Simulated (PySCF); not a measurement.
**Ionisation energy of Sn⁴⁸⁺ by level of theory**

Sn⁴⁸⁺ 1s2 → Sn⁴⁹⁺ 1s1 [1s1/2^1, M_J = 1/2], as a difference of total energies. Computed with PySCF 2.14 in an uncontracted even-tempered set (15 s from 110 bohr⁻², ratio 2.4; 10 p from 140 bohr⁻², ratio 2.4; 3 d from 440 bohr⁻², ratio 2.6; 3 f from 670 bohr⁻², ratio 2.6), with the two-component X2C-1e Hamiltonian. Correlated levels: nothing frozen; the 26 highest virtual spinors dropped. "Screened" scales the spin-orbit matrix elements by Boettger's factors to mimic the two-electron term; Breit and QED terms are absent.

```json
{"method": "GHF (screened spin-orbit)", "ionisation energy (eV)": "34311.4"}
{"method": "GMP2 (screened spin-orbit)", "ionisation energy (eV)": "34312.9"}
```

For this ion Breit and QED terms and the two-electron picture change, all absent here, outweigh the correlation shift from GHF to GMP2.

For comparison: 34257.1 eV (theoretical estimate listed by NIST; NIST Atomic Spectra Database, ionization energies).
